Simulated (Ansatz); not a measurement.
A run for Ansatz (a first-principles code): R-CCSD(T)/cc-pVTZ on CH5B (SMILES BC), atoms moved off the minimum.

Ansatz 0.2 input:
```yaml
crystal:
  periodic: [false, false, false]
  atoms:
    - {symbol: B, position_ang: [-0.52659155, -0.72683669, 0.12221583]}
    - {symbol: H, position_ang: [-0.03270947, -1.77741330, 0.63079463]}
    - {symbol: H, position_ang: [-1.46355824, -0.81321061, -0.47607866]}
    - {symbol: C, position_ang: [0.47958170, 0.54253336, -0.03197054]}
    - {symbol: H, position_ang: [0.05709635, 1.04062284, 0.45957316]}
    - {symbol: H, position_ang: [0.00510437, 0.91300147, -1.15982124]}
    - {symbol: H, position_ang: [1.25457903, 0.76884859, 0.08585129]}
basis:
  gaussian:
    orbitals: cc-pVTZ
magnetization: {spin_polarized: false}
correlation: {method: ccsd_t, electrons: outside_noble_gas}
scf: {lower_state_search: off}
output: {forces: true}
```

It printed:

```
WARN ansatz: RAYON_NUM_THREADS=1 ignored (pool sized by the plan → 1); use --threads N
Functional definition: HF
these checks for a lower state are left out or cut short: starts, cluster_reference, orbital_swaps, neighbouring_geometries, increment
integrals: 0.23 GiB planned
709 factors; integrals over basis functions are off by at most 9.5e-4 eV
mean field: 0.20 GiB planned
mean field evaluation 1: about -1772.6789 eV, gradient 3.4e1 eV
mean field evaluation 2: about -1772.6783 eV, gradient 3.4e1 eV
mean field evaluation 4: about -1775.5106 eV, gradient 2.4e0 eV
mean field evaluation 8: about -1775.5418 eV, gradient 8.8e-2 eV
mean field -1775.54188507 eV, -65.2499607707 hartree, gradient 4.8e-6 eV, S^2 0.000000; 0 other end points of the search recorded, 0 dependent functions left out
2 core orbitals not correlated
reference -1775.54188507 eV, -65.2499607707 hartree; 6, 6 occupied and 122, 122 virtual orbitals, 709 factors
too little memory for Intel AMX tiles; the run may be slower
densities: 1.01 GiB planned
second order -7.90390540 eV of doubles, -0.00000000 eV of singles
coupled cluster: 0.61 GiB planned
cycle   1  -8.51911529 eV  change   -6.2e-1 eV  update   5.7e-2
cycle   2  -8.75719983 eV  change   -2.4e-1 eV  update   1.8e-2
cycle   3  -8.77925818 eV  change   -2.2e-2 eV  update   6.0e-3
cycle   4  -8.77645839 eV  change    2.8e-3 eV  update   1.8e-3
cycle   5  -8.77610172 eV  change    3.6e-4 eV  update   6.5e-4
cycle   6  -8.77604922 eV  change    5.2e-5 eV  update   2.7e-4
cycle   7  -8.77606009 eV  change   -1.1e-5 eV  update   1.1e-4
cycle   8  -8.77607692 eV  change   -1.7e-5 eV  update   4.6e-5
cycle   9  -8.77607022 eV  change    6.7e-6 eV  update   1.8e-5
cycle  10  -8.77607255 eV  change   -2.3e-6 eV  update   6.3e-6
perturbative correction -0.27303847 eV, -0.0100339787 hartree
the calculation of the forces begins
Total energy: -1784.59099608 eV, -65.5825094669 hartree
Atom 0 at    -0.526592    -0.726837     0.122216 Å, force     5.552396    -1.632620     0.692216 eV/Å
Atom 1 at    -0.032709    -1.777413     0.630795 Å, force    -0.995277     1.018781    -0.098330 eV/Å
Atom 2 at    -1.463558    -0.813211    -0.476079 Å, force    -2.223471     0.366763    -0.639626 eV/Å
Atom 3 at     0.479582     0.542533    -0.031971 Å, force   -13.708105   -17.027004   -18.106344 eV/Å
Atom 4 at     0.057096     1.040623     0.459573 Å, force   -11.612450    13.835649    12.761593 eV/Å
Atom 5 at     0.005104     0.913001    -1.159821 Å, force     1.874334    -0.589296     2.827865 eV/Å
Atom 6 at     1.254579     0.768849     0.085851 Å, force    21.112573     4.027727     2.562626 eV/Å
Dipole moment:    -0.063387     0.153233     0.055404 e Å
Checks for a lower state left out: starts, cluster_reference, orbital_swaps, neighbouring_geometries, increment
```

The calculation finished and met its thresholds.

Cost: around 28 core-seconds (rough).
